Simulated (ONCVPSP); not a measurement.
# Before and after: ONCV potential for Ga

Ga (Z = 31), optimised norm-conserving Vanderbilt (ONCV), made with ONCVPSP 4.0.1 (LDA (Perdew-Wang 92), scalar-relativistic). Core [Ar], reference 3d10 4s1.5 4p1.5. Waves: 4s: rc 1.80 bohr, ncon 4, nbas 7, qcut 4.3 1/bohr, 2 projectors, debl 2.2 Ha; 4p: rc 1.90 bohr, ncon 5, nbas 8, qcut 4.5 1/bohr, 2 projectors, debl 1.9 Ha; 3d: rc 0.95 bohr, ncon 3, nbas 8, qcut 15.5 1/bohr, 2 projectors, debl 2.2 Ha. Local part: polynomial inside 0.65 bohr (lpopt 5, dvloc0 2 Ha). Core correction: Teter function, fcfact 4.75, rcfact 1.45.

Change: fully relativistic.

Cutoffs: the cutoffs (Ha) at which the residual kinetic energy of the hardest occupied pseudo-wave falls to 1 and 0.1 mHa per electron; they do not see the model core or the augmentation charge, which bear on the density cutoff. Errors are all-electron minus pseudo energies relative to the spin-unpolarised reference configuration.

**Question.** What does the change do?

**Answer.** The potential gets neither clearly harder nor softer (99 Ha and 109 Ha → 99 Ha and 109 Ha); both files keep a bound ghost (s); of the 4 tests that both files solve, the error grows in 0 and shrinks in 3 by more than 15 % and 0.3 meV (median size 0.7 → 0.2 meV).

| quantity | base | changed |
| --- | --- | --- |
| cutoff, loose | 99 Ha | 99 Ha |
| cutoff, tight | 109 Ha | 109 Ha |
| loose cutoff by channel | s 7.8 Ha, p 5.2 Ha, d 99 Ha | s 7.7 Ha, p 5.4 Ha, d 99 Ha |
| bound ghosts | s | s |
| GHOST(+) flags under 300 eV | p at 16.9 eV | p3/2 at 16.2 eV, p1/2 at 18.4 eV |
| error for 3d10 4s2 4p1, meV [ΔE -3.26 eV] | +0.3 | 0.0 |
| error for 3d10 4s2 4p0, meV [ΔE 2.62 eV] | -0.7 | -0.2 |
| error for 3d10 4s1 4p0, meV [ΔE 24.12 eV] | -5.1 | -2.2 |
| error for 3d10 4s0 4p3, meV [ΔE 10.28 eV] | -0.7 | +0.2 |
| s: phases at 1.82 bohr within 0.05 rad from the reference energy up to (Ha; the scan ends near 5) | 4.3 | 4.3 |
| rms error of d²Exc/dni dnj with the model core, mHa | 1.04 | 4.61 |

 A true bound ghost makes a file unfit for plane-wave use even where its test errors are small: the radial tests pick states by their node count and pass the ghost by.
